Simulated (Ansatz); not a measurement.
C3H6ClNSi (`C[Si](C)(Cl)C#N`), relaxed with RKS PBE-D4/def2-SVP in Ansatz 0.2.0 from a rough embedded geometry. The force threshold is 0.03 eV/Å; the program also tests the step.

The species carries charge 0 and has multiplicity 1.

Start:

```xyz
12

C    -0.681   -1.469    0.287
Si    0.507   -0.051    0.086
C    -0.406    1.519    0.331
Cl    1.881   -0.109    1.584
C     1.404   -0.059   -1.565
N     1.920   -0.075   -2.630
H    -1.147   -1.482    1.222
H    -0.094   -2.410    0.135
H    -1.447   -1.493   -0.551
H     0.220    2.402    0.262
H    -0.939    1.547    1.295
H    -1.218    1.679   -0.456
```

```tsv
step	energy (eV)	largest force (eV/Å)	largest move (Å)
1	-25075.7781	3.493	0.000
2	-25076.0255	0.853	0.130
3	-25076.0495	0.199	0.032
4	-25076.0511	0.076	0.029
5	-25076.0520	0.025	0.023
```

End:

```xyz
12

C    -0.648   -1.541    0.238
Si    0.453   -0.033    0.145
C    -0.438    1.602    0.307
Cl    1.952   -0.165    1.589
C     1.328   -0.056   -1.509
N     1.850   -0.069   -2.561
H    -1.167   -1.580    1.217
H    -0.051   -2.466    0.119
H    -1.411   -1.509   -0.566
H     0.276    2.445    0.226
H    -0.948    1.667    1.289
H    -1.198    1.706   -0.494
```

Hardware: 4 threads of an Arm Neoverse V2 on a shared host. Wall time 7.5 s, peak host memory 0.17 GiB.
